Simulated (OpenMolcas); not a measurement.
# Pm3+: effect of the basis set

```
Program             : OpenMolcas 26.06
Method              : SS-RASPT2, IPEA 0.25 Eh, imaginary shift 0.1 Eh (closed shells correlated: 5s 5p)
Active space        : 4 electrons in 12 orbitals (RAS2 4f; RAS3 5d, at most 1 electron)
State averaging     : 2S+1 = 5 even, 35 roots; 2S+1 = 3 even, 126 roots kept (CI in the orbitals of an earlier block); 2S+1 = 1 even, 122 roots kept (CI in the orbitals of an earlier block); 2S+1 = 5 odd, 175 roots (15 in the spin-orbit step); 2S+1 = 3 odd, 126 roots kept (CI in the orbitals of an earlier block, 0 in the spin-orbit step); 2S+1 = 1 odd, 118 roots kept (CI in the orbitals of an earlier block, 0 in the spin-orbit step)
Spin-orbit coupling : RASSI with atomic mean-field integrals over the reference wave functions, term energies averaged over their components
```

A. ANO-RCC-VDZP [7s6p4d2f1g], DKH2, point nucleus; CASPT2 step roughly 5 core-minutes
B. ANO-R2 [8s6p4d4f1g], X2C, finite nucleus; CASPT2 step of the order of 4 core-minutes
C. ANO-RCC-VTZP [8s7p5d3f2g1h], DKH2, point nucleus; CASPT2 step of the order of 4 core-minutes

Energies in cm⁻¹ above 4f⁴ ⁵I₄.

| Level | A | B | C |
| --- | --- | --- | --- |
| 4f⁴ ⁵I₄ | 0.0 | 0.0 | 0.0 |
| 4f⁴ ⁵I₅ | 1595 | 1591 | 1597 |
| 4f⁴ ⁵I₆ | 3360 | 3350 | 3360 |
| 4f⁴ ⁵I₇ | 5240 | 5220 | 5240 |
| 4f⁴ ⁵I₈ | 7200 | 7160 | 7180 |
| 4f⁴ ⁵F₁ | 15010 | 14540 | 14380 |
| 4f⁴ ⁵F₂ | 15520 | 15040 | 14880 |
| 4f⁴ ⁵F₃ | 16430 | 15950 | 15790 |
| 4f⁴ ⁵S₂ | 17230 | 16740 | 16590 |
| 4f⁴ ⁵F₄ | 17500 | 17010 | 16850 |
| 4f⁴ ⁵F₅ | 18920 | 18420 | 18270 |
| 4f⁴ ³K₆ | 19770 | 19350 | 19410 |
| 4f⁴ ³K₇ | 21270 | 20840 | 20900 |
| 4f⁴ ³H₄(1) [53 %] | 21770 | 21150 | 20970 |
| 4f⁴ ⁵G₂ | 22350 | 21640 | 21340 |
| 4f⁴ ⁵G₃ [71 %] | 22690 | 22010 | 21720 |
| 4f⁴ ³K₈ | 23050 | 22620 | 22690 |
| 4f⁴ ⁵G₄ [73 %] | 24800 | 24110 | 23870 |
| 4f⁴ ³G₃(1) [72 %] | 25840 | 25170 | 24920 |
| 4f⁴ ⁵G₅ [64 %] | 26830 | 26130 | 25910 |
| 4f⁴ ³D₂ [61 %] | 27180 | 26480 | 26170 |
| 4f⁴ ⁵G₆ [57 %] | 27260 | 26560 | 26350 |
| 4f⁴ ³L₇ | 27730 | 27220 | 27260 |
| 4f⁴ ³D₁ [52 %] | 28300 | 27600 | 27330 |

Among A to C the level of the table that moves most is 4f⁴ ⁵G₂, by 1000 cm-1 (lowest in C, highest in A). Moves below CASPT2's spread within the term are not significant.

Term energies are means over components that CASPT2 splits; among the terms shown or strongly mixed into the levels shown the widest spread is 230 cm-1 (4f⁴ ⁵I, B). Each CASPT2 term energy is a mean over a sample of three components. High states are left out of the spin-orbit mixing, which shifts the levels that they would mix with. Terms from blocks run as CI alone lack orbitals of their own. The basis is small and was not contracted for so high a charge (holds for A). Levels of configurations outside the active space are missing. Levels that lie high or do not pair safely by name in every column are left out.

A share in square brackets marks a mixed level and gives the weight of the term that names it, the lowest over the columns. A number in round brackets counts repeated terms of one configuration in the order of the reference energies.
